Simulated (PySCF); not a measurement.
PySCF job for H₂O₄P, SMILES [O]P(=O)(O)O (connectivity only; charge and spin as stated), charge -1, multiplicity 1, IEF-PCM-M06-2X/def2-SVPD. Geometry: PBE0-D3(BJ)/def2-SVPD. The multiplicity is an assumed one; other spin states were not compared. The isomer is the one that the SMILES or the coordinates give; other isomers of the formula were not compared. One conformer was computed; it need not be the lowest.

```python
import numpy as np
from pyscf import gto, scf, dft
from pyscf.solvent import pcm

mol = gto.M(
    atom='''
    O     1.00224123    0.89525694   -0.85279114
    P    -0.00000003    0.00000000   -0.17021221
    O    -1.00224152   -0.89525691   -0.85279083
    O     0.84104876   -0.97890995    0.89482644
    O    -0.84104847    0.97890993    0.89482674
    H     0.32999374   -1.79282705    0.94030666
    H    -0.32999343    1.79282702    0.94030680
    ''',
    basis='def2-SVPD',
    charge=-1,
    spin=0,
    max_memory=1600,
    verbose=3,
)
mf = dft.RKS(mol, xc='m06-2x').density_fit(auxbasis='def2-universal-jkfit')
mf.grids.level = 4
mf.conv_tol = 1e-9
mf.max_cycle = 100
mf.kernel()
res = {}
for name, eps in {'water': 78.355, 'diethylether': 4.24, 'N,N-dimethylformamide': 37.219}.items():
    s = mf.PCM()
    s.with_solvent.method, s.with_solvent.eps, s.with_solvent.lebedev_order = 'IEF-PCM', eps, 17
    s.kernel(mf.make_rdm1())
    res[name] = (s.e_tot, eps, s.dip_moment(), s.mo_energy, s.converged)
    print(f'{name}: electrostatic solvation free energy {(s.e_tot - mf.e_tot) * 627.509474:.3f} kcal/mol')
```

Log of the run:

```
converged SCF energy = -643.192160965991

WARN: PCM is an experimental feature. It is still in testing.
Features and APIs may be changed in the future.

converged SCF energy = -643.297577880744

WARN: System has nonzero charge -1; the dipole moment is origin-dependent.
Location of origin: [0. 0. 0.]

Dipole moment(X, Y, Z, Debye):  0.00000, -0.00000,  3.74927
water: electrostatic solvation free energy -66.150 kcal/mol

WARN: PCM is an experimental feature. It is still in testing.
Features and APIs may be changed in the future.

converged SCF energy = -643.271818814828

WARN: System has nonzero charge -1; the dipole moment is origin-dependent.
Location of origin: [0. 0. 0.]

Dipole moment(X, Y, Z, Debye):  0.00000, -0.00000,  3.48521
diethylether: electrostatic solvation free energy -49.986 kcal/mol

WARN: PCM is an experimental feature. It is still in testing.
Features and APIs may be changed in the future.

converged SCF energy = -643.295895354592

WARN: System has nonzero charge -1; the dipole moment is origin-dependent.
Location of origin: [0. 0. 0.]

Dipole moment(X, Y, Z, Debye):  0.00000, -0.00000,  3.73010
N,N-dimethylformamide: electrostatic solvation free energy -65.094 kcal/mol
```

Self-consistency was reached.
